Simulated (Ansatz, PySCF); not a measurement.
CH₄OSSe, SMILES CS[Se]O. Atoms are numbered in the order given.

```xyz
8

Se    -0.4342    -0.1384     0.7507
O     -1.6300     1.0346     0.0623
H     -1.4187     1.8983     0.4420
S      1.3220     0.1310    -0.4942
C      0.9455    -0.8562    -1.9715
H      0.7880    -1.9112    -1.7105
H      1.8202    -0.7690    -2.6336
H      0.0618    -0.4528    -2.4831
```

Coordinates come from a PBE0-D3(BJ)/def2-SVP optimisation. This is a generated structure with no PubChem entry under its InChIKey; it may be hypothetical. The values are those of a single conformer.

Two levels are set side by side: PBE-D3(BJ)/def2-SVP (Ansatz, a first-principles code) and PBE0-D3(BJ)/def2-SVP (Ansatz). Each level has its own optimised geometry; the coordinates shown are those of the second. Frequencies come from the Hessian of PySCF at each geometry. Differences are taken from unrounded values.

```csv
quantity,PBE0-D3(BJ),PBE-D3(BJ),PBE-D3(BJ) minus PBE0-D3(BJ)
mean bond length (Å),1.437,1.453,0.016
bond Se1–O2 (Å),1.811,1.846,0.035
bond Se1–S4 (Å),2.169,2.191,0.021
bond S4–C5 (Å),1.816,1.834,0.018
bond O2–H3 (Å),0.967,0.980,0.013
bond C5–H6 (Å),1.098,1.106,0.008
bond C5–H7 (Å),1.100,1.109,0.008
bond C5–H8 (Å),1.098,1.106,0.008
highest harmonic wavenumber (cm⁻¹),3842,3657,-186
mean harmonic wavenumber (cm⁻¹),1298,1248,-51
zero-point energy (kcal/mol),33.41,32.11,-1.30
```

Exact exchange shortens and stiffens bonds; PBE has none. Differences between two approximate levels are no errors against the true value.
